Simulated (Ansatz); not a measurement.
Basis-set extrapolation for CH4BFOS (`COB(F)S`) (PBE0-D4/def2-TZVP geometry, frozen core, Ansatz 0.2.0). Multiplicity 1, RHF reference.

```csv
,def2-TZVPP,def2-QZVPP
HF,-636.969522,-636.991758
MP2 correlation,-0.926310,-1.002844
CCSD(T) correlation,-0.997289,-1.069636
```

Energies in hartree. Use E(X) = E(∞) + A·exp(−7.88·√X) for Hartree–Fock and E(X) = E(∞) + B·X^(−2.97) for correlation, with X = 3 and 4.

Task: What is the CCSD(T) energy at the basis-set limit?

Result: HF limit: -636.991758 + (-0.022236) × 0.13774 = -636.99482. Correlation limit: -1.069636 + (-0.072347) × 0.74074 = -1.12323. Total: -638.11805 hartree, 94.9 kcal/mol below CCSD(T)/def2-TZVPP.
